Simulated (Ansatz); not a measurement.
Cost and result for the atomization energy of `F[CH]1[SiH2][SnH2]1` (9 atoms, 9 bonds).

| atom | x (Å) | y (Å) | z (Å) |
| --- | --- | --- | --- |
| F1 | -0.8835 | -2.0196 | 0.3049 |
| C2 | -0.0116 | -0.9653 | 0.4132 |
| Si3 | 0.7182 | -0.1085 | -1.1033 |
| Sn4 | -0.5281 | 1.1849 | 0.6294 |
| H5 | 0.7255 | -1.1659 | 1.1967 |
| H6 | 2.1618 | -0.2176 | -1.4436 |
| H7 | -0.1495 | -0.2730 | -2.2947 |
| H8 | 0.0665 | 1.8740 | 2.0630 |
| H9 | -2.0993 | 1.6911 | 0.2344 |

The species carries charge 0 and has multiplicity 1. Correlated methods include outer-core shells of Sn, which these sets cover unevenly. Sn: def2 effective core potential. All single points use the PBE0-D4/def2-TZVP geometry. Program: Ansatz. All runs use 4 threads of an Arm Neoverse V2 on a shared host. Times are those of one run each, without the atoms' runs, and a repeat can differ threefold. Electronic energies, without spin–orbit coupling; frozen cores. CCSD(T)/CBS adds CCSD(T) − MP2 in def2-TZVPP to the MP2 limit, and its time is that of the two runs behind it. T1 = 0.014. With those shells the extrapolation isn't a true limit. B3LYP takes the VWN-RPA correlation (the form of Gaussian; ORCA's B3LYP/G). HSE06 is the plane-wave form, built on full-range PBE exchange.

CCSD(T)/CBS is a level of theory with its own doubt, some kJ/mol a heavy atom from the limit and from the frozen cores, so smaller differences don't rank the functionals.

```csv
level,functions,wall time
BLYP-D4/def2-TZVPP,224,1.7 s
PBE-D4/def2-TZVPP (with forces),224,1.9 s
PBE0-D4/def2-TZVPP,224,2.2 s
HSE06-D4/def2-TZVPP,224,2.5 s
CAM-B3LYP-D4/def2-TZVPP,224,2.7 s
r2SCAN-D4/def2-TZVPP (with forces),224,3.3 s
B3LYP-D4/def2-TZVPP (with forces),224,3.4 s
CCSD(T)/def2-SVP,97,3.9 s
ωB97X-V/def2-TZVPP,224,6 s
ωB97M-V/def2-TZVPP (with forces),224,8.5 s
MP2/def2-QZVPP,416,13 s
CCSD(T)/def2-TZVPP,224,110 s
CCSD(T)/CBS(def2),–,120 s
```

Problem. What atomization energy does each give, and how far from CCSD(T)/CBS? (An estimate is asked.)

Solution. The calculation gave: 
```tsv
level	atomization (kJ/mol)	difference from CCSD(T)/CBS	per bond
BLYP-D4/def2-TZVPP	2582.9	-34.7	-3.8
PBE-D4/def2-TZVPP (with forces)	2642.0	24.4	2.7
PBE0-D4/def2-TZVPP	2590.9	-26.7	-3.0
HSE06-D4/def2-TZVPP	2592.0	-25.6	-2.8
CAM-B3LYP-D4/def2-TZVPP	2601.3	-16.3	-1.8
r2SCAN-D4/def2-TZVPP (with forces)	2611.0	-6.6	-0.7
B3LYP-D4/def2-TZVPP (with forces)	2587.2	-30.4	-3.4
CCSD(T)/def2-SVP	2405.0	-212.6	-23.6
ωB97X-V/def2-TZVPP	2624.7	7.1	0.8
ωB97M-V/def2-TZVPP (with forces)	2600.3	-17.3	-1.9
MP2/def2-QZVPP	2588.5	-29.1	-3.2
CCSD(T)/def2-TZVPP	2535.9	-81.7	-9.1
CCSD(T)/CBS(def2)	2617.6	0.0	0.0
```

The D4 term adds +32.1 kJ/mol with B3LYP and +16.7 kJ/mol with PBE0; it sums over pairs of atoms, weighted by their polarisabilities, and B3LYP, whose exchange is more repulsive, gets the larger term. From r2SCAN to r2SCAN0 (25 % exact exchange), in def2-TZVPP and without D4, the atomization energy moves by −50.6 kJ/mol: exact exchange takes away binding that semilocal exchange gives to molecules. At CCSD(T), def2-SVP lies −212.6 kJ/mol from the extrapolated value and def2-TZVPP −81.6 kJ/mol: correlation converges slowly with the basis, and small sets miss more of it in the bonded molecule than in its fragments.

Spin–orbit coupling would lower the free Sn atoms strongly, and the atomization energy with them, by more than many differences here. For some Ge, Se and Sn compounds the MP2-based and the directly extrapolated limit differ by 10 to 25 kJ/mol.
